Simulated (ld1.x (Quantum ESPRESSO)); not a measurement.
**Scattering properties, TM potential for hydrogen**

hydrogen, norm-conserving Troullier–Martins (Kleinman–Bylander form), made with ld1.x (Quantum ESPRESSO) 7.5 (PBE, scalar-relativistic). Core none, reference 1s0.5 (charge +0.5). Waves: 1s (bound): rc 0.85 bohr. Local part: the s channel. Core correction: none.

The phase is arctan(r·u′/u) with u = r·R(r), unwrapped; energies in Ry, scanned from -3 to 5 Ry. A pole is an energy at which the radial function vanishes at the test radius. The pseudo phase is shifted by a multiple of π to meet the all-electron one at the reference energy, and phase errors are pseudo minus all-electron; the curves can meet again beyond the range given. Levels narrower than the energy grid can be missing from the lists of poles.

For each channel, where are the poles, and over which energies does the pseudopotential scatter like the atom?

| channel | radius (bohr) | reference energy (Ry) | poles, all-electron | poles, pseudo | unbroken range about the reference energy with phases within 0.05 rad | phase error 1 Ry above the reference energy (rad) |
| --- | --- | --- | --- | --- | --- | --- |
| s | 0.94 | -0.93 | none | none | the whole range | +0.001 |

Phases in the s channel:

| E (Ry) | all-electron | pseudo |
| --- | --- | --- |
| -3.00 | 0.727 | 0.727 |
| -2.52 | 0.619 | 0.620 |
| -2.04 | 0.480 | 0.480 |
| -1.56 | 0.301 | 0.301 |
| -1.08 | 0.078 | 0.078 |
| -0.60 | -0.180 | -0.180 |
| -0.12 | -0.444 | -0.443 |
| 0.36 | -0.682 | -0.681 |
| 0.84 | -0.878 | -0.876 |
| 1.32 | -1.031 | -1.030 |
| 1.80 | -1.151 | -1.149 |
| 2.28 | -1.244 | -1.242 |
| 2.76 | -1.319 | -1.316 |
| 3.24 | -1.379 | -1.377 |
| 3.72 | -1.430 | -1.427 |
| 4.20 | -1.473 | -1.470 |
| 4.68 | -1.510 | -1.507 |
